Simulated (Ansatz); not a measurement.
Total energies of fac-CrBr3(PH3)3 (CrP₃H₉Br₃) from Ansatz at PBE-D4/def2-TZVP, gas phase (1 Eh = 27.2114 eV = 2625.5 kJ/mol). The reference geometry is relaxed at PBE0-D4/def2-SVP.

```xyz
16

Cr   -0.0327   -0.9618   -0.0911
Br    2.0002   -2.1408    0.5608
P    -1.9070    0.4750   -0.6559
H    -1.7928    1.4575   -1.6789
H    -2.5346    1.2740    0.3398
H    -3.0180   -0.2521   -1.1311
Br   -1.7601   -2.0753    1.2216
P     1.5752    0.4155   -1.2806
H     2.4405   -0.3471   -2.0922
H     2.5244    1.2063   -0.5740
H     1.1404    1.3910   -2.2204
Br   -0.4443   -1.7810   -2.3510
P     0.3670    0.1426    2.0344
H     0.5324   -0.7730    3.0940
H    -0.6074    1.0107    2.6016
H     1.5169    0.9584    2.2232
```

| state | geometry | energy (Eh) |
| --- | --- | --- |
| charge 0 quartet | reference | -9794.78017 |
| charge 1 triplet | reference | -9794.50238 |
| free Cr atom (septet) | – | -1044.19823 |
| free Br atom (doublet) | – | -2573.72072 |
| free P atom (quartet) | – | -341.10299 |
| free H atom (doublet) | – | -0.49962 |

Other spin states of the ions weren't run at this level and may lie lower.

(1) Work out the vertical ionisation energy to the triplet.

(2) What is the binding energy per atom against free atoms?

(1) E(charge 1 triplet) − E(charge 0 quartet) = -9794.50238 − (-9794.78017) = 0.27779 Eh = 7.56 eV. For comparison, −ε of the highest occupied level of the spin that leaves is 5.24 eV at this level, 2.32 eV less.

(2) Atoms: 1 × (-1044.19823) + 3 × (-2573.72072) + 3 × (-341.10299) + 9 × (-0.49962) = -9793.16594 Eh. Binding: -9793.16594 − (-9794.78017) = 1.61423 Eh = 43.93 eV, or 2.75 eV for each of 16 atoms (no zero-point energy, no counterpoise term).

At PBE-D4/def2-TZVP the charge 1 triplet is spin-contaminated (final ⟨S²⟩ up to 2.17, 2.00 for a pure state).  The doublet lies 0.75 eV above the quartet at this level but is left out (at the level of its geometry, ⟨S²⟩ 1.76, where a pure state has 0.75).
